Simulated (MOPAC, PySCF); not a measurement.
[Zn(Cl)(NH2)], neutral singlet in the gas phase. 

Cartesian coordinates (Å):
```xyz
5

Zn     0.0600    -0.0889    -0.0785
Cl     2.0103     0.4130     0.5147
N     -1.5513    -0.6835    -0.6459
H     -1.9765    -0.1526    -1.4061
H     -2.2655    -0.7827     0.0758
```
Charge 0, multiplicity 1.

All levels are single points at this geometry (r2SCAN-D4/def2-SVP); Pople sets use spherical d functions. Orbital energies aren't observables, and empty levels follow the basis.

B3LYP/LANL2DZ in PySCF gives dipole (D) = 3.27.

**Question.** Estimate the dipole (D) from each of these levels: B3LYP-D3(BJ)/def2-TZVP in PySCF; TPSSh-D3(BJ)/def2-TZVP in PySCF; B3LYP/3-21G in PySCF; B3LYP/6-311+G** (LANL2DZ on Zn) in PySCF; M06-2X/6-31G* (LANL2DZ on Zn) in PySCF; PBE/6-31G* (LANL2DZ on Zn) in PySCF; SVWN5/6-31G* (LANL2DZ on Zn) in PySCF; HF/3-21G in PySCF; HF/6-31G* (LANL2DZ on Zn) in PySCF; HF/STO-3G in PySCF; AM1 in MOPAC; PM6 in MOPAC.

**Answer.** 
```
level                                     dipole (D)
----------------------------------------  ----------
B3LYP-D3(BJ)/def2-TZVP in PySCF                 2.40
TPSSh-D3(BJ)/def2-TZVP in PySCF                 2.42
B3LYP/3-21G in PySCF                            3.53
B3LYP/6-311+G** (LANL2DZ on Zn) in PySCF        2.64
M06-2X/6-31G* (LANL2DZ on Zn) in PySCF          3.09
PBE/6-31G* (LANL2DZ on Zn) in PySCF             3.09
SVWN5/6-31G* (LANL2DZ on Zn) in PySCF           3.14
HF/3-21G in PySCF                               3.65
HF/6-31G* (LANL2DZ on Zn) in PySCF              3.11
HF/STO-3G in PySCF                              3.35
AM1 in MOPAC                                    2.81
PM6 in MOPAC                                    2.17
```
